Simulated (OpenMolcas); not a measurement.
A run on Co2+ among 6 point charges of -0.8 e arranged as an octahedron (Oh), 1.79 Å from the ion.

```json
{"Program": "OpenMolcas 26.06", "Method": "CASSCF", "Basis": "ANO-RCC-VDZP [5s4p2d1f]", "Scalar Hamiltonian": "DKH2, point nucleus", "Active space": "7 electrons in 5 orbitals (3d)", "State averaging": "2S+1 = 4 even, 10 roots; 2S+1 = 2 even, 40 roots", "Spin-orbit coupling": "RASSI with atomic mean-field integrals over the reference wave functions"}
```

34 basis functions. Blocks (2S+1, parity, CSFs, roots kept): 4, even, 10, 10; 2, even, 40, 40.

Question: How long do the RASSCF and RASSI steps take on 1 thread of Arm Neoverse V1 (shared host)?

Answer: About 11 s of wall time, without the integral step.
